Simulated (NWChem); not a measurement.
System: SbF$_{5}$; SMILES [F][Sb]([F])([F])([F])[F]

NWChem input:

```
start job
memory heap 200 mb stack 900 mb global 1100 mb
geometry units angstroms noautoz
  Sb    -0.000469    -0.000280     0.000000
  F      0.000921     0.000798     1.893773
  F      0.000921     0.000798    -1.893773
  F      1.820455     0.484594     0.000000
  F     -1.334907     1.330105     0.000000
  F     -0.492061    -1.819284     0.000000
end
basis spherical
  Sb library def2-svp
  F library def2-svp
end
ecp
  Sb library def2-ecp
end
dft
  xc scan
  iterations 150
  mulliken
end
task dft gradient
```

Excerpt of the output:

```
             Northwest Computational Chemistry Package (NWChem) 7.3.0
             --------------------------------------------------------

 CS  symmetry detected

                             Geometry "geometry" -> ""
                             -------------------------

 Output coordinates in angstroms (scale by  1.889725989 to convert to a.u.)

  No.       Tag          Charge          X              Y              Z
 ---- ---------------- ---------- -------------- -------------- --------------
    1 Sb                  51.0000     0.00022847     0.00013246     0.00000000
    2 F                    9.0000     0.00169427     0.00110488    -1.89377300
    3 F                    9.0000     0.00169427     0.00110488     1.89377300
    4 F                    9.0000     1.85198461     0.34922587     0.00000000
    5 F                    9.0000    -1.23233110     1.42542048     0.00000000
    6 F                    9.0000    -0.62433670    -1.77760672     0.00000000

 Effective nuclear repulsion energy (a.u.)     790.2068176971

      Symmetry information
      --------------------

 Group name             Cs
 Group number              2
 Group order               2
 No. of unique centers     5

                                 NWChem DFT Module
                                 -----------------

 Summary of "ao basis" -> "ao basis" (spherical)
 ------------------------------------------------------------------------------
       Tag                 Description            Shells   Functions and Types
 ---------------- ------------------------------  ------  ---------------------
 Sb                         def2-svp                10       26   4s4p2d
 F                          def2-svp                 6       14   3s2p1d

      Symmetry analysis of basis
      --------------------------

        a'         62
        a"         34

            General Information
            -------------------
          SCF calculation type: DFT
          Wavefunction type:  closed shell.
          No. of atoms     :     6
          No. of electrons :    68
           Alpha electrons :    34
            Beta electrons :    34
          Charge           :     0
          Spin multiplicity:     1
          Use of symmetry is: on ; symmetry adaption is: on
          Maximum number of iterations: 150
          AO basis - number of functions:    96
                     number of shells:    40
          Convergence on energy requested:  1.00D-06
          Convergence on density requested:  1.00D-05
          Convergence on gradient requested:  5.00D-04

              XC Information
              --------------
                         SCAN Method XC Functional
                  SCAN metaGGA Exchange Functional  1.000
                        SCAN Correlation Potential  1.000

             Grid Information
             ----------------
          Grid used for XC integration:  medium
          Radial quadrature: Mura-Knowles
          Angular quadrature: Lebedev.
          Tag              B.-S. Rad. Rad. Pts. Rad. Cut. Ang. Pts.
          ---              ---------- --------- --------- ---------
          Sb                  1.45      123           6.0       590
          F                   0.50       49           8.0       434
          Grid pruning is: on
          Number of quadrature shells:   319
          Spatial weights used:  Erf1

      Superposition of Atomic Density Guess
      -------------------------------------

 Sum of atomic energies:        -774.07487119

      Non-variational initial energy
      ------------------------------

 Total energy =    -735.875866
 1-e energy   =   -1987.487804
 2-e energy   =     814.547111
 HOMO         =      -0.618055
 LUMO         =      -0.132498

      Symmetry analysis of molecular orbitals - initial
      -------------------------------------------------

  Numbering of irreducible representations:

     1 a'          2 a"

  Orbital symmetries:

     1 a'          2 a'          3 a'          4 a"          5 a'
     6 a'          7 a"          8 a'          9 a'         10 a'
    11 a'         12 a'         13 a'         14 a"         15 a"
    16 a"         17 a'         18 a'         19 a'         20 a'
    21 a"         22 a'         23 a'         24 a"         25 a"
    26 a'         27 a'         28 a'         29 a'         30 a'
    31 a"         32 a'         33 a"         34 a"         35 a'
    36 a'         37 a'         38 a"         39 a'         40 a'
    41 a'         42 a"         43 a"         44 a"

     ---------------------------------------------
      Total Density - Mulliken Population Analysis
     ---------------------------------------------

    Atom       Charge   Shell Charges
 -----------   ------   -------------------------------------------------------
    1 Sb  23    19.92   2.10 -0.10  0.64  0.08  2.99  3.01  0.69  0.22  9.83  0.45
    2 F    9     9.63   1.99  1.14  0.80  3.48  2.20  0.00
    3 F    9     9.63   1.99  1.14  0.80  3.48  2.20  0.00
    4 F    9     9.61   1.99  1.14  0.81  3.47  2.20  0.00
    5 F    9     9.61   1.99  1.14  0.81  3.47  2.20  0.00
    6 F    9     9.61   1.99  1.14  0.81  3.47  2.20  0.00

   convergence    iter        energy       DeltaE   RMS-Dens  Diis-err
 ---------------- ----- ----------------- --------- --------- ---------
 d= 0,ls=0.0,diis     1   -738.7882338861 -1.18D+03  3.59D-02  1.98D+00
 d= 0,ls=0.0,diis     2   -738.3689187000  4.19D-01  1.96D-02  7.02D+00
 d= 0,ls=0.0,diis     3   -739.0288830544 -6.60D-01  1.88D-03  2.56D-02
 d= 0,ls=0.0,diis     4   -739.0300311403 -1.15D-03  1.17D-03  1.33D-02
 d= 0,ls=0.0,diis     5   -739.0305061408 -4.75D-04  5.47D-04  7.83D-03
  Resetting Diis
 d= 0,ls=0.0,diis     6   -739.0312351582 -7.29D-04  1.76D-05  1.11D-05
 d= 0,ls=0.0,diis     7   -739.0312359792 -8.21D-07  8.56D-06  1.47D-07

         Total DFT energy =     -739.031235979206
      One electron energy =    -1985.857010587890
           Coulomb energy =      881.539915043533
    Exchange-Corr. energy =      -71.778967825802
 Nuclear repulsion energy =      437.064827390952

 Numeric. integr. density =       67.999996140198

                  Occupations of the irreducible representations
                  ----------------------------------------------

                     irrep           alpha         beta
                     --------     --------     --------
                     a'               23.0         23.0
                     a"               11.0         11.0

                       DFT Final Molecular Orbital Analysis
                       ------------------------------------

 Vector   32  Occ=2.000000D+00  E=-3.980877D-01  Symmetry=a'
              MO Center= -5.0D-03, -3.2D-03,  9.4D-14, r^2= 4.0D+00
   Bfn.  Coefficient  Atom+Function         Bfn.  Coefficient  Atom+Function
  ----- ------------  ---------------      ----- ------------  ---------------
    30      0.439636  2 F  px                44      0.439636  3 F  px
    33     -0.309151  2 F  px                47     -0.309151  3 F  px
    73     -0.142661  5 F  py                58      0.129467  4 F  px
    86     -0.117893  6 F  px                76      0.109663  5 F  py
    61     -0.106502  4 F  px                87      0.092116  6 F  py

 Vector   33  Occ=2.000000D+00  E=-3.865638D-01  Symmetry=a"
              MO Center= -2.8D-01, -1.8D-01, -1.5D-15, r^2= 3.9D+00
   Bfn.  Coefficient  Atom+Function         Bfn.  Coefficient  Atom+Function
  ----- ------------  ---------------      ----- ------------  ---------------
    31      0.385647  2 F  py                45     -0.385647  3 F  py
    88     -0.323165  6 F  pz                34     -0.264757  2 F  py
    48      0.264757  3 F  py                74      0.256661  5 F  pz
    91      0.224672  6 F  pz                77     -0.178421  5 F  pz
    60      0.066951  4 F  pz                63     -0.046535  4 F  pz

 Vector   34  Occ=2.000000D+00  E=-3.864434D-01  Symmetry=a"
              MO Center=  2.8D-01,  1.9D-01, -1.5D-13, r^2= 3.9D+00
   Bfn.  Coefficient  Atom+Function         Bfn.  Coefficient  Atom+Function
  ----- ------------  ---------------      ----- ------------  ---------------
    30      0.385665  2 F  px                44     -0.385665  3 F  px
    60      0.335055  4 F  pz                33     -0.264741  2 F  px
    47      0.264741  3 F  px                63     -0.232819  4 F  pz
    74     -0.225196  5 F  pz                77      0.156500  5 F  pz
    88     -0.109393  6 F  pz                91      0.076028  6 F  pz

 Vector   35  Occ=0.000000D+00  E=-1.928946D-01  Symmetry=a'
              MO Center=  1.8D-03,  1.1D-03,  5.1D-15, r^2= 3.0D+00
   Bfn.  Coefficient  Atom+Function         Bfn.  Coefficient  Atom+Function
  ----- ------------  ---------------      ----- ------------  ---------------
     3      0.842387  1 Sb s                  4      0.484879  1 Sb s
     1     -0.333108  1 Sb s                 32      0.260522  2 F  pz
    46     -0.260522  3 F  pz                 2     -0.258162  1 Sb s
    58     -0.256839  4 F  px                87      0.245889  6 F  py
    61      0.232007  4 F  px                90     -0.222310  6 F  py

 Vector   36  Occ=0.000000D+00  E=-3.146467D-02  Symmetry=a'
              MO Center=  2.1D-01,  1.3D-01, -9.0D-15, r^2= 2.9D+00
   Bfn.  Coefficient  Atom+Function         Bfn.  Coefficient  Atom+Function
  ----- ------------  ---------------      ----- ------------  ---------------
    12      0.697429  1 Sb py                15      0.607991  1 Sb py
    85      0.252792  6 F  s                  9     -0.212773  1 Sb py
    72      0.209343  5 F  px                71     -0.203240  5 F  s
    59      0.190314  4 F  py                75     -0.174444  5 F  px
    87     -0.172501  6 F  py                 6     -0.166891  1 Sb py

 Vector   37  Occ=0.000000D+00  E=-3.056659D-02  Symmetry=a'
              MO Center= -2.1D-01, -1.3D-01, -5.7D-15, r^2= 2.9D+00
   Bfn.  Coefficient  Atom+Function         Bfn.  Coefficient  Atom+Function
  ----- ------------  ---------------      ----- ------------  ---------------
    11      0.697442  1 Sb px                14      0.609901  1 Sb px
    57     -0.264389  4 F  s                  8     -0.212772  1 Sb px
    73      0.209894  5 F  py                58     -0.204353  4 F  px
    61      0.179064  4 F  px                71      0.175572  5 F  s
    76     -0.175143  5 F  py                 5     -0.166883  1 Sb px

     ---------------------------------------------
      Total Density - Mulliken Population Analysis
     ---------------------------------------------

    Atom       Charge   Shell Charges
 -----------   ------   -------------------------------------------------------
    1 Sb  23    21.29   2.11 -0.09  1.10 -0.03  2.98  3.04  1.27  0.27  9.83  0.79
    2 F    9     9.35   1.99  1.14  0.83  3.30  2.09  0.00
    3 F    9     9.35   1.99  1.14  0.83  3.30  2.09  0.00
    4 F    9     9.34   1.99  1.14  0.83  3.30  2.08  0.00
    5 F    9     9.34   1.99  1.14  0.83  3.30  2.08  0.00
    6 F    9     9.34   1.99  1.14  0.83  3.30  2.08  0.00

     -------------------------------------------
      Total Density - Lowdin Population Analysis
     -------------------------------------------

    Atom       Charge   Shell Charges
 -----------   ------   -------------------------------------------------------
    1 Sb  23    21.72   1.27  0.64  0.76  0.32  2.78  3.05  1.22  0.68  9.58  1.39
    2 F    9     9.27   1.98  1.05  0.81  3.19  2.24  0.01
    3 F    9     9.27   1.98  1.05  0.81  3.19  2.24  0.01
    4 F    9     9.25   1.98  1.05  0.81  3.18  2.23  0.01
    5 F    9     9.25   1.98  1.05  0.81  3.18  2.23  0.01
    6 F    9     9.25   1.98  1.05  0.81  3.18  2.23  0.01

     Multipole analysis of the density
     ---------------------------------

     L   x y z        total         alpha         beta         nuclear
     -   - - -        -----         -----         ----         -------
     0   0 0 0     -0.000000    -34.000000    -34.000000     68.000000

     1   1 0 0      0.001635      0.006862      0.006862     -0.012089
     1   0 1 0      0.000842      0.003925      0.003925     -0.007009
     1   0 0 1      0.000000      0.000000      0.000000      0.000000

     2   2 0 0    -37.633876   -104.602119   -104.602119    171.570363
     2   1 1 0      0.000144      0.000074      0.000074     -0.000004
     2   1 0 1      0.000000      0.000000      0.000000      0.000000
     2   0 2 0    -37.602642   -104.190885   -104.190885    170.779129
     2   0 1 1     -0.000000     -0.000000     -0.000000      0.000000
     2   0 0 2    -40.468327   -135.498783   -135.498783    230.529239

            General Information
            -------------------
          SCF calculation type: DFT
          Wavefunction type:  closed shell.
          No. of atoms     :     6
          No. of electrons :    68
           Alpha electrons :    34
            Beta electrons :    34
          Charge           :     0
          Spin multiplicity:     1
          Use of symmetry is: on ; symmetry adaption is: on
          Maximum number of iterations: 150
          AO basis - number of functions:    96
                     number of shells:    40
          Convergence on energy requested:  1.00D-06
          Convergence on density requested:  1.00D-05
          Convergence on gradient requested:  5.00D-04

              XC Information
              --------------
                         SCAN Method XC Functional
                  SCAN metaGGA Exchange Functional  1.000
                        SCAN Correlation Potential  1.000

             Grid Information
             ----------------
          Grid used for XC integration:  medium
          Radial quadrature: Mura-Knowles
          Angular quadrature: Lebedev.
          Tag              B.-S. Rad. Rad. Pts. Rad. Cut. Ang. Pts.
          ---              ---------- --------- --------- ---------
          Sb                  1.45      123           6.0       590
          F                   0.50       49           8.0       434
          Grid pruning is: on
          Number of quadrature shells:   319
          Spatial weights used:  Erf1

          Convergence Information
          -----------------------
          Convergence aids based upon iterative change in
          total energy or number of iterations.
          Levelshifting, if invoked, occurs when the
          HOMO/LUMO gap drops below (HL_TOL):  1.00D-02
          DIIS, if invoked, will attempt to extrapolate
          using up to (NFOCK): 10 stored Fock matrices.

                    Damping( 0%)  Levelshifting(0.5)       DIIS
                  --------------- ------------------- ---------------
          dE  on:    start            ASAP                start
          dE off:    2 iters        150 iters           150 iters

                            NWChem DFT Gradient Module
                            --------------------------

  charge          =   0.00
  wavefunction    = closed shell

  Using symmetry

                         DFT ENERGY GRADIENTS

    atom               coordinates                        gradient
                 x          y          z           x          y          z
   1 Sb      0.000432   0.000250   0.000000   -0.000133  -0.000092   0.000000
   2 F       0.003202   0.002088  -3.578712    0.000004   0.000011   0.003400
   3 F       0.003202   0.002088   3.578712    0.000004   0.000011  -0.003400
   4 F       3.499743   0.659941   0.000000   -0.003808  -0.000790   0.000000
   5 F      -2.328768   2.693654   0.000000    0.002561  -0.003040   0.000000
   6 F      -1.179825  -3.359190   0.000000    0.001372   0.003900   0.000000
```

Level: SCAN/def2-SVP with def2 effective core potentials on Sb. Coordinates come from a PBE0/def2-SVP optimisation. def2 effective core potentials on Sb; no spin-orbit coupling.
